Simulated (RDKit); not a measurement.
A run for RDKit: MMFF94 on C5H12 (SMILES CCCCC), a point of a torsion scan.

```python
from rdkit import Chem
from rdkit.Chem import AllChem, rdDetermineBonds

blocks = [
'''17

C     2.29068212    0.88426947    0.63218422
C     1.00772628    0.06711292    0.74375736
C     0.23818973   -0.17328400   -0.57179925
C     1.02975793   -0.02009993   -1.87200867
C     1.95084594   -1.20579812   -2.14314758
H     3.02695722    0.39047489    0.00628422
H     2.72223059    1.01306967    1.62315723
H     2.09082317    1.87310568    0.22373795
H     1.27601276   -0.90161981    1.17504176
H     0.33846077    0.55520508    1.45400042
H    -0.21080813   -1.16727323   -0.54555221
H    -0.58483747    0.54645714   -0.61531513
H     0.31588172    0.05572519   -2.69622427
H     1.60547094    0.90431614   -1.85584437
H     2.50624583   -1.05484698   -3.06655340
H     2.66299571   -1.34514181   -1.33416003
H     1.36878360   -2.12011019   -2.24037636
''',
]
mol = None
for b in blocks:
    f = Chem.MolFromXYZBlock(b)
    rdDetermineBonds.DetermineBonds(f, charge=0)
    mol = f if mol is None else Chem.CombineMols(mol, f)
Chem.SanitizeMol(mol)
print(Chem.MolToSmiles(Chem.RemoveHs(mol)))
ff = AllChem.MMFFGetMoleculeForceField(mol, AllChem.MMFFGetMoleculeProperties(mol), nonBondedThresh=100.0, ignoreInterfragInteractions=False)
e = ff.CalcEnergy()
print(f'MMFF94 energy {e:.6f} kcal/mol')
```

The log:

```
CCCCC
MMFF94 energy 0.635973 kcal/mol
```

The run finished.

Cost: very roughly 0.020 core-seconds.
